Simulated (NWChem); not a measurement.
System: AlPH4; SMILES [AlH2][PH2]

Results from NWChem. Pople sets run with spherical d functions. All runs use the structure optimised with PBE0/def2-SVP. Level: PBE0/6-31+G*; rows give the wavelength of the field.

```csv
field,isotropic polarisability (bohr³),anisotropy (bohr³)
static,52.9,30.4
1065 nm,53.8,31.5
589 nm,…,…
```

**Question.** What belongs in the gaps?

**Answer.** 
- 589 nm, isotropic polarisability (bohr³): 56.1
- 589 nm, anisotropy (bohr³): 34.4
